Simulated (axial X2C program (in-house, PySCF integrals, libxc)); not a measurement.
Ionising CrSe

All values come from calculations with an in-house all-electron X2C program for linear molecules (integrals from PySCF), spin-free (one-electron X2C) or two-component (2c: spin–orbit coupling with atomic mean-field Coulomb and Gaunt terms, which also bring small scalar terms), in Dyall basis sets with cores contracted in-house; open shells are unrestricted.

Basis sets: Cr dyall-cv3z, Se dyall-cv3z. Frozen shells (counts by l): CrSe Se 3s2p1d, Cr 3s2p, 12 electrons correlated; CrSe⁺ Se 3s2p1d, Cr 3s2p, 11 electrons correlated. Coupled cluster in natural virtuals with an MP2 remainder. Where the outer core of a metal is frozen, bonds come out longer and ionisation energies lower.

```csv
Hamiltonian,level,CrSe state,Re (Å),ωe (cm⁻¹),De (eV)
spin-free,PBE0,"M_S = 2, Λ = 1",2.256,304.8,2.62
spin-free,CCSD,"M_S = 2, Λ = 1",2.327,268.5,2.28
spin-free,CCSD(T),"M_S = 2, Λ = 1",2.299,276.0,2.43
2c,PBE0,Ω = 1,2.264,300.8,2.64
```

Adiabatic ionisation energy (minimum to minimum, no zero-point term) and constants of CrSe⁺:

| Hamiltonian | level | CrSe⁺ state | IE (eV) | Re (Å) | ωe (cm⁻¹) | De (eV) | fragments |
| --- | --- | --- | --- | --- | --- | --- | --- |
| spin-free | PBE0 | M_S = 3/2, Λ = 0 | 7.42 | 2.264 | 291.4 | 2.25 | Se + Cr+ |
| spin-free | CCSD | M_S = 3/2, Λ = 0 | 7.26 | 2.311 | 240.9 | 1.50 | Se + Cr+ |
| spin-free | CCSD(T) | M_S = 3/2, Λ = 0 | 7.27 | 2.268 | 280.7 | 1.67 | Se + Cr+ |
| 2c | PBE0 | Ω = 3/2 | 7.50 | 2.266 | 290.4 | 2.19 | Se + Cr+ |

Add the zero-point terms to the ionisation energy at PBE0, 2c, and say whether the electron removed was bonding.

IE0 = IE + (ωe⁺ − ωe)/2 = 7.50 + (-0.001) = 7.50 eV. Re changes by 0.002 Å, so the electron was nearly non-bonding.

Close the cycle De(CrSe⁺) + IE(CrSe) = De(CrSe) + IE(Cr) to find the atomic ionisation energy at PBE0, 2c.

IE(Cr) = 2.19 + 7.50 − 2.64 = 7.05 eV, for the determinants used.

Each entry is the lowest single determinant of a limited PBE0 search at one distance. De goes to single-determinant-based atoms at the same level (for ions the charge split of lowest energy) and is withheld (n/a) where an atom does not fit its ground term or J level. Main or longest-lived isotopes. One determinant is a doubtful description, or other states lie close, for CrSe, CrSe⁺; these need not be ground states, and all values refer to the states named. Some open-shell Ω = 0 determinants are out of reach, so the Ω given for CrSe need not be the lowest component. With several unpaired electrons the Ω given is that of one determinant, not necessarily of the lowest component. The functionals have no current term, which raises determinants with orbital currents.
